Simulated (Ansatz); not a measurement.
A search over several starts for the lowest SCF solution of the cluster Ba₂S₂⁺ at the given spin, in a small basis.

```yaml
crystal:
  periodic: [false, false, false]
  atoms:
    - {symbol: Ba, position_ang: [-2.318291, 0.146095, -0.223243]}
    - {symbol: Ba, position_ang: [2.316125, -0.142835, 0.246549]}
    - {symbol: S, position_ang: [0.120245, 1.569273, -0.220427]}
    - {symbol: S, position_ang: [-0.118079, -1.572534, 0.197121]}
basis:
  gaussian: {orbitals: def2-SVP, initial_orbitals: start.molden}
total_charge: 1
magnetization: {spin_polarized: true, initial_magnetization: 1}
hamiltonian: {xc: pbe0, dispersion: d4}
output: {orbitals: {seedname: orbitals}}
```

The file start.molden holds the orbitals of an earlier run on this structure, at another level or in another basis.

```sh
$ ansatz run in.yaml --threads 4 --pin off --events-out ev --progress --plain --max-ram 3916MiB
```

Output, abridged:

```
Functional definition: PBE0
729 factors; integrals over basis functions are off by at most 1.2e-3 eV
mean field evaluation 1: about -23041.6462 eV, gradient 4.2e0 eV
mean field evaluation 2: about -23041.7481 eV, gradient 1.7e-1 eV
mean field evaluation 4: about -23042.0326 eV, gradient 4.9e-3 eV
mean field evaluation 8: about -23031.3544 eV, gradient 3.9e1 eV
mean field evaluation 16: about -23042.0325 eV, gradient 3.0e-2 eV
mean field -23042.03257911 eV, -846.7790788318 hartree, gradient 4.6e-5 eV, S^2 0.760459; 3 other end points of the search recorded, 0 dependent functions left out
reference -23042.03263595 eV, -846.7790809205 hartree; 26, 25 occupied and 70, 71 virtual orbitals, 729 factors
Total energy: -23042.17466820 eV, -846.7843005095 hartree
```

Hardware: 4 threads of Intel Xeon on a shared host. Wall time 6.5 s.

In the def2 sets Ba takes a core potential; there is no spin–orbit coupling. The structure comes from a short search, and lower isomers may exist.
